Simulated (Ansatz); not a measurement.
C$_{2}$H$_{5}$BOSi (`O=C1B[SiH2]C1`). Total charge 0; spin multiplicity 1.

Z-matrix (Å, degrees):
```
Si
C 1 1.910
B 1 2.031 2 78.5
H 1 1.488 2 114.9 3 115.5
H 1 1.488 2 115.0 3 -116.0
C 2 1.542 1 92.7 3 -0.1
H 2 1.094 1 117.1 3 -115.8
H 2 1.095 1 116.9 3 115.3
H 3 1.190 1 145.5 2 179.8
O 6 1.204 2 126.4 1 -180.0
```

Task: List the harmonic frequencies (cm⁻¹, unscaled) at PBE0-D4/def2-TZVP in Ansatz. (An estimate is asked.)

Result: The calculation gave: 116i, 281, 342, 370, 422, 461, 592, 661, 689, 722, 791, 815, 915, 945, 1003, 1070, 1107, 1366, 1788, 2212, 2220, 2687, 3063, 3115.

Task: Is this a minimum?

Result: No: 1 imaginary mode, so it is a saddle point.
